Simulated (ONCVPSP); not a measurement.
**u(r) = r·R(r): atom against pseudo-atom (Ga)**

Columns: radius, all-electron u(r) and pseudo u(r) of the 3p shell (level -99.62 eV) of gallium in the configuration [Ne] 3s2 3p6 3d10 4s1.5 4p1.5; BLYP, scalar-relativistic, ONCV scheme, ONCVPSP 4.0.1.

| r (bohr) | all-electron | pseudo |
| --- | --- | --- |
| 0.062 | -0.4893 | 0.0375 |
| 0.125 | -0.6858 | 0.1475 |
| 0.188 | -0.3941 | 0.3168 |
| 0.250 | 0.0821 | 0.5206 |
| 0.312 | 0.5437 | 0.7360 |
| 0.375 | 0.9080 | 0.9410 |
| 0.438 | 1.1467 | 1.1106 |
| 0.500 | 1.2706 | 1.2288 |
| 0.562 | 1.3094 | 1.2931 |
| 0.625 | 1.2865 | 1.3028 |
| 0.688 | 1.2227 | 1.2618 |
| 0.750 | 1.1366 | 1.1821 |
| 0.812 | 1.0389 | 1.0776 |
| 0.875 | 0.9358 | 0.9611 |
| 0.938 | 0.8345 | 0.8469 |
| 1.000 | 0.7396 | 0.7441 |
| 1.062 | 0.6515 | 0.6524 |
| 1.125 | 0.5697 | 0.5696 |
| 1.188 | 0.4960 | 0.4959 |
| 1.250 | 0.4313 | 0.4312 |
| 1.312 | 0.3739 | 0.3738 |
| 1.375 | 0.3226 | 0.3225 |
| 1.438 | 0.2778 | 0.2777 |
| 1.500 | 0.2393 | 0.2392 |
| 1.562 | 0.2058 | 0.2058 |
| 1.625 | 0.1763 | 0.1762 |

(1) How many radial nodes do the two functions have?

(2) At about which radius was the pseudo-wave matched?

(3) Where does each function peak?

(4) Is the pseudo-wave norm-conserving?

Answers

(1) The all-electron 3p function has n − l − 1 = 1; the pseudo-wave has 0, since the states of the same l below it are removed with the core.

(2) 1.25 bohr. The columns agree to 0.0005 from 1.12 bohr on; several derivatives are matched, so the curves merge somewhat inside the radius.

(3) Outermost all-electron maximum near 0.56 bohr, pseudo maximum near 0.62 bohr (to the table’s step).

(4) Yes: the ONCV scheme keeps the norm inside the radius equal to the all-electron one, which fixes the energy derivative of the logarithmic derivative at the level.
